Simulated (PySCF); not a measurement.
Working with the constants of MgAs⁺

ROHF-CCSD(T) constants of MgAs⁺, ³Σ⁻ (triplet), unpaired electrons π ↑↑ (PySCF, no relativity, basis sets Mg aug-pcseg-1, As aug-pcseg-1; masses 23.9850 and 74.9216 u):

- ωe: 240.8 cm⁻¹
- ωexe: 1.46 cm⁻¹
- Be: 0.1298 cm⁻¹
- αe: 0.00101 cm⁻¹
- D (centrifugal): 1.51e-07 cm⁻¹
- De to Mg⁺ + As: 1.05 eV

**Question.** Give the vibrational terms G(v) and spacings up to v = 6.

**Answer.** G(v) = ωe(v+½) − ωexe(v+½)².

```json
{"v": "0", "G(v) (cm⁻¹)": "120.0", "G(v) − G(v−1)": "", "Bv (cm⁻¹)": "0.1293"}
{"v": "1", "G(v) (cm⁻¹)": "357.9", "G(v) − G(v−1)": "237.9", "Bv (cm⁻¹)": "0.1283"}
{"v": "2", "G(v) (cm⁻¹)": "592.9", "G(v) − G(v−1)": "235.0", "Bv (cm⁻¹)": "0.1273"}
{"v": "3", "G(v) (cm⁻¹)": "824.9", "G(v) − G(v−1)": "232.0", "Bv (cm⁻¹)": "0.1263"}
{"v": "4", "G(v) (cm⁻¹)": "1054.0", "G(v) − G(v−1)": "229.1", "Bv (cm⁻¹)": "0.1253"}
{"v": "5", "G(v) (cm⁻¹)": "1280.2", "G(v) − G(v−1)": "226.2", "Bv (cm⁻¹)": "0.1242"}
{"v": "6", "G(v) (cm⁻¹)": "1503.5", "G(v) − G(v−1)": "223.3", "Bv (cm⁻¹)": "0.1232"}
```

**Question.** How well does the Morse estimate ωe²/(4ωexe) reproduce De, and what is D0?

**Answer.** It gives 1.23 eV, 117 % of the computed De. D0 = De − G(0) = 1.05 − 0.01 = 1.04 eV.

Correlated steps freeze 10 core orbitals. Correlated levels converge slowly with the basis: in double zeta they bind strong bonds too weakly, by up to about 1 eV, and carry superposition errors of some tenths. Spin–orbit coupling is left out. For an ion De counts to the pair picked by the measured ionisation energies or electron affinities, which need not be the lowest pair at this level. The state is the lowest determinant that a PBE0 search found; another state may lie lower at other levels.
